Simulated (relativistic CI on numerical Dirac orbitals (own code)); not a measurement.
# Hyperfine structure of O V, mass number 17

Computed by Dirac-Coulomb-Breit CI, KLI orbitals optimised for each configuration, model QED, valence Slater integrals scaled by 0.85, P86 correlation energy added to each configuration (own radial code, finite nucleus).

Configuration list (outside the closed core 1s2): 2s², 2s2p, 2p², 2p3s, 2p3p, 2s3s, 2s3p, 2s3d, 2s4s, 2s4p, 2s4d, 2s4f, 3s², 3s3p, 3p². Levels of other configurations are missing.

Nuclear spin I = 5/2, μ = -1.89354 μN, Q = -0.0256 b (tables of Stone and Pyykkö). The electronic factors are computed for point nuclear moments, without core polarisation; leaving it out makes A of s and p electrons in near-neutral atoms 20 to 40 % too small, and it can dominate for d and f shells.

```json
{"Level": "2s2p ³P°1", "E (cm⁻¹)": "82851", "A (MHz)": "-2584", "B (MHz)": "12"}
{"Level": "2s2p ³P°2", "E (cm⁻¹)": "83149", "A (MHz)": "-2135", "B (MHz)": "-23.9"}
{"Level": "2s2p ¹P°1", "E (cm⁻¹)": "157487", "A (MHz)": "-685.8", "B (MHz)": "-23.4"}
{"Level": "2p² ³P1", "E (cm⁻¹)": "215673", "A (MHz)": "2.425", "B (MHz)": "-11.6"}
{"Level": "2p² ³P2", "E (cm⁻¹)": "215931", "A (MHz)": "-422.1", "B (MHz)": "23.3"}
{"Level": "2p² ¹D2", "E (cm⁻¹)": "235258", "A (MHz)": "-682.1", "B (MHz)": "-45.6"}
{"Level": "2s3s ³S1", "E (cm⁻¹)": "545427", "A (MHz)": "-4768", "B (MHz)": "8.17e-06"}
{"Level": "2s3p ¹P°1", "E (cm⁻¹)": "581920", "A (MHz)": "-903.9", "B (MHz)": "-7.08"}
```

Levels with J = 0, under 50 % of one LS term, or S terms without an open s electron are left out. Small factors come from cancelling terms and can be off by tens of per cent or more.

At this charge configurations can still be misplaced by up to about 7 % of their energy. 42 of the 48 excited levels that our extract of the measured tables holds in this range could be paired (the sources list more); they are missed by 1204 cm⁻¹ on average and 3537 at most, and levels without a partner can miss by more.

Question: Give the hyperfine levels of 2s2p ³P°1 relative to its centre of gravity.

Answer: With K = F(F + 1) − I(I + 1) − J(J + 1), E = AK/2 + B[¾K(K + 1) − I(I + 1)J(J + 1)]/[2I(2I − 1)J(2J − 1)]: F = 3/2: 9052, F = 5/2: 2574, F = 7/2: -6457 MHz.
